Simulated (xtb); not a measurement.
cyclopropanecarbaldehyde (C4H6O), SMILES O=CC1CC1. All values are semi-empirical tight-binding results from xtb (GFN2-xTB unless named), good for trends rather than for accurate numbers. The structure is a stationary point at GFN2-xTB. Other conformers were not sampled.

Computed properties:
The point group as xtb finds it is Cs, the orbital gap is 3.80 eV and the dipole moment is 3.10 D. The zero-point energy is 55.8 kcal/mol, the G − E(el) at 298.15 K (modified RRHO) comes out as 38.2 kcal/mol and the static polarisability (D4 model) is 48.3 bohr³. The solvation energy, GFN2-xTB/ALPB(water) is -2.5 kcal/mol and the solvation energy, GFN2-xTB/ALPB(chcl3) comes out as -5.9 kcal/mol.

Computed IR lines (harmonic; lines under 4 % of the strongest left out, lines within 3 cm⁻¹ merged):
ν (cm⁻¹): 1028 (m), 1360 (w), 1386 (w), 1761 (vs), 2749 (s), 3072 (w), 3091 (w), 3120 (w) (against the strongest line: vs over 80 %, s over 45 %, m over 15 %, w over 4 %, vw less)
